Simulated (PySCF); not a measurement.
Species: Cu(PH3)(OH) (singlet state).
SMILES: `[OH][Cu]<-[PH3]`

The closed-shell ground state was solved at several levels (PySCF, density fitting, gas phase, non-relativistic). Geometry: PBE0-D3(BJ)/def2-SVP; no solvent, vibrations or thermal averaging.

```tsv
level	basis functions	total energy (Eh)	HOMO (eV)	LUMO (eV)	gap (eV)	dipole (D)
PBE0/pcSseg-1 (pcSseg-2 on Cu)	134	-2059.0808	-5.94	-0.37	5.57	6.17
B3LYP/pcSseg-1 (pcSseg-2 on Cu)	134	-2059.6218	-5.69	-0.57	5.12	5.99
CAM-B3LYP/def2-SVPD	113	-2059.2221	-7.78	0.18	7.96	6.63
```

Q: Estimate the row for PBE/pcSseg-1 (pcSseg-2 on Cu), a basis of 134 functions; the other rows only guide the guess.

A: Total energy -2059.0725 Eh, HOMO -4.53 eV, LUMO -1.19 eV, gap 3.34 eV, dipole 5.41 D.

Q: Over all these levels, which gives the widest orbital gap and which the narrowest?

A: CAM-B3LYP/def2-SVPD (range-separated hybrid) has the widest, 7.96 eV, and PBE/pcSseg-1 (pcSseg-2 on Cu) (GGA) the narrowest, 3.34 eV. Functional and basis both differ between the two, so the spread mixes both effects.

Q: In the pcSseg-1 (pcSseg-2 on Cu) basis, how does the gap go with the fixed share of exact exchange?

A: PBE (0 %) 3.34 eV; B3LYP (20 %) 5.12 eV; PBE0 (25 %) 5.57 eV. Each rise in the share widens the gap here.

Q: How far do the dipole and the HOMO energy spread over the levels?

A: The dipole runs from 5.41 to 6.63 D (mean 6.05 D) and the HOMO from -7.78 to -4.53 eV.
